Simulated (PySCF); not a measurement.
A TDDFT job was run through a driver script with this input:

```
{"job": {"kind": "uv", "xc": "CAM-B3LYP", "basis": "def2-SVPD", "nstates": 8, "ntriplets": 3}, "charge": 0, "multiplicity": 1}
F     -1.629191    -1.518574     0.051766
C     -1.122434    -0.334461     0.493767
C     -0.349150     0.384324    -0.616510
Si     1.415989     0.025131    -0.006039
F      2.268453     1.376681     0.182880
Se     0.307183    -0.685683     1.861677
H     -1.957691     0.219802     0.930795
H     -0.584265     1.448042    -0.620609
H     -0.626433    -0.018509    -1.588824
H      2.286423    -0.892099    -0.711431
```

Computed, not measured: TDDFT CAM-B3LYP/def2-SVPD, vertical, gas phase, core orbitals frozen in the response in PySCF 2.14.0, density-fitted response routines. Job line and output are in the format of a driver script around the code.

Q: Give the output without the SCF cycles.

A: 
```
converged SCF energy = -2968.8855806901

Static polarisability (au): isotropic 73.832, principal 62.571 77.721 81.203

Singlet excitations
state   eV       nm        f      main configurations
  1   4.7655    260.2   0.00158   H->L 0.89
  2   5.7991    213.8   0.01389   H->L+1 0.92
  3   6.1753    200.8   0.01294   H-1->L 0.84
  4   6.5382    189.6   0.02576   H->L+3 0.62, H->L+2 0.14
  5   7.0315    176.3   0.04655   H-1->L+1 0.62, H-2->L 0.13, H->L+2 0.12
  6   7.1012    174.6   0.05090   H->L+2 0.36, H-2->L 0.32, H->L+3 0.16
  7   7.3108    169.6   0.03586   H-2->L 0.21, H-1->L+3 0.21, H->L+2 0.20
  8   7.4517    166.4   0.06538   H->L+4 0.37, H-1->L+3 0.16, H-1->L+2 0.12

Triplet excitations (Tamm-Dancoff, eV): 4.2963 5.3714 5.3973
```

One conformer (not necessarily the lowest) at the GFN2-xTB geometry, without solvent, vibrations or thermal averaging. Relativistic effects, spin–orbit coupling among them, are left out although an element past zinc is present.

H and L stand for HOMO and LUMO.

On Intel Xeon Platinum 8259CL at 2.50 GHz, one thread, shared host with 96 logical CPUs at a one-minute load of 36, this took 36 s wall and 0.80 GiB of memory at its peak.
